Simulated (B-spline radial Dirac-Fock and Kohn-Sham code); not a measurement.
**Elastic scattering of 293 eV positrons by the Ni atom**

Model: relativistic (Dirac) partial waves in the static field of the Dirac-Fock atom, without polarisation or absorption potentials. Program: a radial atomic solver. Below a few hundred eV the neglected polarisation potential matters, most of all at small angles.

The run's input, task.json:

```json
{"items": [{
  "Z": 28,
  "q": 0,
  "cfg": [[1, 0, 2], [2, 0, 2], [2, 1, 6], [3, 0, 2], [3, 1, 6], [3, 2, 8], [4, 0, 2]],
  "A": 58,
  "rrms": 3.7757,
  "do": "elastic",
  "energies": [[293.0, 1]],
  "theta": [0, 10, 20, 30, 40, 50, 60, 70, 80, 90, 100, 110, 120, 130, 140, 150, 160, 170, 180]
}]}
```

Run with: `python xray2_run.py task.json out`

```csv
θ (°),dσ/dΩ (a₀²/sr)
0,53.0
10,20.0
20,4.26
30,1.41
40,0.637
50,0.354
60,0.227
70,0.159
80,0.118
90,0.0920
100,0.0742
110,0.0618
120,0.0530
130,0.0467
140,0.0422
150,0.0391
160,0.0370
170,0.0358
180,0.0354
```

The total elastic cross section is 8.85 a₀², the first transport cross section 1.34 a₀² and the second, weighted with (3/2) sin²θ, 2.39 a₀². The mean deflection is ⟨1 − cos θ⟩ = 0.152, and 4.0 % of the collisions scatter beyond 90°.

Values without a named source are computed, but for edge energies of neutral atoms, which are taken from tables.
